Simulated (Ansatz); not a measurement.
Consider the ligand exchange at the Sn–S bond: `C[O][SnH2][SH]` + `C[SeH]` → `C[O][SnH2][Se]C` + H₂S.

Computed with Ansatz on PBE0-D4/def2-TZVP structures; ΔE is electronic, products minus reactants. CCSD(T)/CBS adds triple-zeta CCSD(T) − MP2 to the extrapolated MP2 energy (def2 sets, frozen cores). This one scheme is used for every species. Functionals use def2-TZVPP. Elements past krypton have def2 core potentials. For Se, Sn outer-core shells are correlated without core-valence functions, which leaves a few kJ/mol of doubt a bond. Scalar relativity is left out up to krypton. One conformer a species, not always the lowest.

```json
{"level": "r2SCAN-D4", "ΔE (eV)": "-0.21"}
{"level": "HF/CBS(def2)", "ΔE (eV)": "-0.12"}
```

(1) What does CCSD(T)/CBS give? (Best estimate.)

Largest T1 diagnostic among the species: 0.013.

## Answers

(1) Ansatz gave: -0.25 eV. The listed levels differ from it by 0.04, 0.13 eV.

In def2-TZVPP, CCSD(T) changes the Hartree–Fock value by −0.08 eV (the triples alone add −0.01 eV) and MP2 by −0.11 eV. The D4 term adds −0.08 eV with B3LYP and −0.05 eV with PBE0; it sums over pairs of atoms, weighted by their polarisabilities, and B3LYP, whose exchange is more repulsive, gets the larger term.

B3LYP here is the variant with VWN-RPA as its local correlation; programs differ in this.
